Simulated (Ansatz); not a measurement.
Born–Oppenheimer molecular dynamics of C2H11NSSi (16 atoms, charge 0, multiplicity 1). It starts at the highest image of a converged band, a first-order saddle point between two minima.

All numbers below come from RKS PBE/6-31G in Ansatz.

```json
{
  "ensemble": "NVE (velocity Verlet)",
  "time step": "0.5 fs",
  "steps asked": "200",
  "starting velocities drawn for": "100 K",
  "seed": "3256"
}
```

First frame:

```xyz
16
Properties=species:S:1:pos:R:3
Si -1.315 0.927 -0.225
N 0.228 -0.223 0.138
C 0.204 -0.778 1.530
C 0.423 -1.269 -0.916
H -1.395 1.403 -1.648
H -1.621 1.888 0.885
H -2.329 -0.223 -0.104
H 0.993 0.577 0.055
S 1.257 2.527 -0.215
H 0.214 0.062 2.241
H -0.701 -1.387 1.683
H 1.099 -1.400 1.694
H -0.463 -1.921 -0.976
H 0.580 -0.767 -1.883
H 1.311 -1.875 -0.675
H 1.516 2.458 -1.584
```

How far do the bonds stretch over the last three quarters of this one trajectory? (Pairs bonded in most of those frames.)


```json
{"bond": "Si1–N2", "mean (Å)": "1.940", "spread (Å)": "0.031", "shortest": "1.90", "longest": "1.99"}
{"bond": "Si1–H5", "mean (Å)": "1.502", "spread (Å)": "0.022", "shortest": "1.47", "longest": "1.54"}
{"bond": "Si1–H6", "mean (Å)": "1.501", "spread (Å)": "0.018", "shortest": "1.47", "longest": "1.53"}
{"bond": "Si1–H7", "mean (Å)": "1.534", "spread (Å)": "0.009", "shortest": "1.52", "longest": "1.55"}
{"bond": "N2–C3", "mean (Å)": "1.499", "spread (Å)": "0.013", "shortest": "1.47", "longest": "1.52"}
{"bond": "N2–C4", "mean (Å)": "1.500", "spread (Å)": "0.007", "shortest": "1.49", "longest": "1.51"}
{"bond": "N2–H8", "mean (Å)": "1.132", "spread (Å)": "0.031", "shortest": "1.07", "longest": "1.20"}
{"bond": "C3–H10", "mean (Å)": "1.101", "spread (Å)": "0.003", "shortest": "1.09", "longest": "1.11"}
{"bond": "C3–H11", "mean (Å)": "1.102", "spread (Å)": "0.003", "shortest": "1.09", "longest": "1.11"}
{"bond": "C3–H12", "mean (Å)": "1.103", "spread (Å)": "0.007", "shortest": "1.09", "longest": "1.11"}
{"bond": "C4–H13", "mean (Å)": "1.102", "spread (Å)": "0.008", "shortest": "1.09", "longest": "1.11"}
{"bond": "C4–H14", "mean (Å)": "1.102", "spread (Å)": "0.007", "shortest": "1.09", "longest": "1.11"}
{"bond": "C4–H15", "mean (Å)": "1.103", "spread (Å)": "0.011", "shortest": "1.08", "longest": "1.12"}
{"bond": "S9–H16", "mean (Å)": "1.396", "spread (Å)": "0.012", "shortest": "1.38", "longest": "1.41"}
```

Mean temperature of the second half: 52 K. The conserved energy stayed within 0.042 meV per atom of its start (net change 0.031 meV per atom), so the integration is sound. The temperature averaged 0.52 of the 100 K drawn at the start: a run that starts near a minimum puts about half its kinetic energy into the potential. A run of 0.1 ps of so small a system gives no equilibrium averages. The orbitals stay closed-shell, which can raise the energy where a bond breaks towards radicals; this wasn't checked here. Limits of this set-up: no polarisation functions.

The run took 7.4 min on 2 threads of Arm Neoverse V2, with other jobs on the host, peak memory 0.14 GiB.
